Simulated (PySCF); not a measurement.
**Which is lower?**

The two ends of one reaction step of SiNH$_{7}$Se, closed shell (PBE0-D4/def2-TZVP).

A:

```csv
atom,x (Å),y (Å),z (Å)
Si1,-0.3688,0.5738,0.3020
H2,-0.7838,-2.1774,-2.9773
H3,-1.0885,-0.7139,0.1606
H4,-1.1513,1.7188,-0.2211
N5,-0.0842,0.7808,1.9759
H6,-0.3577,-1.6167,-2.7261
Se7,1.4482,0.5793,-1.0990
H8,0.1342,-0.0239,2.5415
H9,0.3997,1.5987,2.3119
H10,1.9839,-0.6765,-0.5566
```

B:

Si1  (-1.311, -0.452, 0.122)
H2  (-0.671, -1.439, -0.804)
H3  (-2.522, -1.099, 0.690)
H4  (-1.695, 0.718, -0.712)
N5  (-0.342, 0.091, 1.431)
H6  (1.196, 0.306, -1.884)
Se7  (1.961, 1.400, -1.275)
H8  (-0.212, -0.505, 2.232)
H9  (0.500, 0.605, 1.216)
H10  (3.075, 0.493, -0.976)
(Å)

Program: PySCF 2.14 with density fitting (its default auxiliary sets; JK sets also for MP2 and CCSD(T)). Basis: def2-TZVPP. Cores are frozen in the correlated methods. Filled d shells of the heavier atoms are correlated. The def2 sets are not built for correlating such inner shells, so the correlated values are less sure here. B3LYP uses VWN-RPA correlation.

Which structure is lower at CCSD(T), and by how much? (An estimate is asked for; the value comes from the calculation.)

By the calculation: A, by 0.418 eV (electronic energy, against the other). By their contacts, A is a complex of SiNH₅Se ([NH2][SiH2][SeH]) + H₂ and B is a complex of SiNH₅ ([NH2][SiH3]) + H₂Se.

All methods give the same order:

```csv
method,E(B) − E(A) (eV)
SPW92,0.452
PBE-D4,0.520
r2SCAN-D4,0.517
PBE0-D4,0.491
B3LYP-D4,0.439
BHLYP-D4,0.408
wB97M-V,0.450
HF,0.309
MP2,0.518
CCSD,0.381
CCSD(T),0.418
```

No T1 diagnostic of these runs exceeds 0.010.

Labels in which every atom is bracketed show which atoms are joined, not bond orders.

For scale, one of the runs: CCSD(T)/def2-TZVPP, 219 basis functions, launched by `OMP_NUM_THREADS=4 python run.py`. Time: 13 min of wall clock on 4 CPU threads of an Arm Neoverse V2; the host was shared. Peak host memory: 3.9 GiB.
